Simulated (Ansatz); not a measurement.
Relaxation of CH8AlBSi (12 atoms, charge 0, multiplicity 1), to a largest force component of 0.015 eV/Å in at most 40 steps.

The calculation used Ansatz 0.2.0, RKS B3LYP-D4/6-31G*.

```xyz
12
Properties=species:S:1:pos:R:3
Al -1.545 1.613 -0.280
B -0.025 0.892 0.823
C 0.251 -0.664 0.853
Si 1.104 -1.222 -0.755
H -2.455 0.673 -1.230
H -1.928 3.234 -0.241
H 0.592 1.627 1.548
H -0.615 -1.208 1.056
H 1.010 -0.856 1.725
H 2.273 -0.487 -0.986
H 0.067 -0.995 -1.825
H 1.349 -2.662 -0.654
```

Question: Where does it end, and by what steps?

Answer: It converged. The force dipped under the threshold on the way, but the program's further checks kept it going. After 27 steps the energy has fallen by 0.675 eV; H6 moved furthest, 1.50 Å.

```tsv
step	energy less start (eV)	largest force component (eV/Å)	accepted
0	0.0000	3.606	yes
1	-0.4755	1.258	yes
2	-0.5564	0.423	yes
3	-0.5739	0.354	yes
4	-0.5804	0.333	yes
5	-0.5886	0.097	yes
6	-0.6002	0.093	yes
7	-0.6092	0.202	yes
8	-0.6157	0.338	yes
9	-0.6282	0.278	yes
10	-0.6398	0.265	yes
11	-0.6467	0.314	yes
12	-0.6619	0.136	yes
13	-0.6332	0.554	no
14	-0.6698	0.065	yes
15	-0.6723	0.024	yes
16	-0.6728	0.048	yes
17	-0.6731	0.027	yes
18	-0.6734	0.013	yes
19	-0.6737	0.020	yes
20	-0.6735	0.058	no
21	-0.6740	0.025	yes
22	-0.6741	0.047	yes
23	-0.6742	0.041	yes
24	-0.6744	0.028	yes
25	-0.6745	0.010	yes
26	-0.6746	0.009	yes
27	-0.6746	0.007	yes
```

```xyz
12
Properties=species:S:1:pos:R:3
Al -1.684 1.764 -0.296
B 0.052 0.925 0.608
C 0.282 -0.568 0.959
Si 1.040 -1.368 -0.606
H -1.873 1.832 -1.883
H -2.858 2.399 0.587
H 0.991 1.654 0.811
H -0.617 -1.166 1.162
H 1.019 -0.741 1.755
H 2.256 -0.637 -1.052
H 0.052 -1.376 -1.717
H 1.417 -2.773 -0.294
```

Whether the end is a true minimum wasn't checked by a vibrational analysis.

Time of the run: 120 s on 1 thread of Arm Neoverse V2, on a shared host, peak memory 0.17 GiB.
